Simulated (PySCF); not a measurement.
## Fractional electron number in Fe(2+) (iron, charge +2)

The 3d beta orbital of [Ar] 3d6 is emptied in steps (occupation f), with all orbitals relaxed, ending at [Ar] 3d5. Calculation: PySCF 2.14, in def2-TZVPPD (6s6p4d2f1g, 67 functions); the non-relativistic Hamiltonian (point nucleus). The exact energy is a straight line in f; departures are measured from the line between the end points of the same method.

| f | B3LYP (eV) |
| --- | --- |
| 1 | 0.000 |
| 0.9 | -0.524 |
| 0.7 | -1.234 |
| 0.5 | -1.481 |
| 0.3 | -1.254 |
| 0.1 | -0.541 |
| 0 | 0.000 |

```json
{"method": "B3LYP", "E(f=0) − E(f=1) (eV)": "31.544", "−ε at f=1 (eV)": "25.744", "−ε at f=0.5 (eV)": "31.486"}
```

Orbital energy along the path (eV):

```json
{"f": "1", "B3LYP": "-25.744"}
{"f": "0.9", "B3LYP": "-26.860"}
{"f": "0.7", "B3LYP": "-29.143"}
{"f": "0.5", "B3LYP": "-31.486"}
{"f": "0.3", "B3LYP": "-33.885"}
{"f": "0.1", "B3LYP": "-36.336"}
{"f": "0", "B3LYP": "-37.580"}
```

Reference removal energy between the ground levels: 30.651 ± 0.012 eV (measured; NIST Atomic Spectra Database, ionization energies). The calculation has no spin-orbit coupling. The determinant left behind need not be the lowest term of the ion.
